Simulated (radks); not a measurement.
The numbers below are computed, except where a source is named.
Initial-state core-level shifts of the nickel ion Ni2+ when its valence configuration changes from [Ar] 3d8. Code: a radial shooting solver on a logarithmic mesh with Libxc functionals. Model: non-relativistic Kohn-Sham, PBE, spin-polarised, spherical densities, point nucleus; open shells are filled with parallel spins first. Shifts are changes of the shell-averaged eigenvalues in eV (positive: less bound); the change of the density at the nucleus, which sets a Mossbauer isomer shift, is in e/bohr^3, on a base of 1.495e+04.

| valence | 1s | 2p | 3s | 3p | density at nucleus |
|---|---|---|---|---|---|
| 3d7.5 4p0.5 | -4.473 | -4.830 | -4.333 | -4.242 | +0.911 |
| 3d6 4p2 | -19.294 | -21.043 | -18.104 | -17.704 | +4.683 |
| 3d6.5 4p1.5 | -14.138 | -15.373 | -13.415 | -13.122 | +3.258 |
| 3d7 4s1 | -7.815 | -8.641 | -7.429 | -7.245 | +11.637 |
| 3d7 4p1 | -9.194 | -9.963 | -8.817 | -8.627 | +1.999 |
| 3d7.5 4s0.5 | -3.765 | -4.155 | -3.620 | -3.531 | +5.430 |
| 3d5.5 4s0.5 4p2 | -24.037 | -26.365 | -22.247 | -21.745 | +12.171 |
| 3d6 4s2 | -16.924 | -18.701 | -15.747 | -15.370 | +25.449 |
| 3d5.5 4p2.5 | -24.651 | -26.963 | -22.865 | -22.358 | +6.266 |
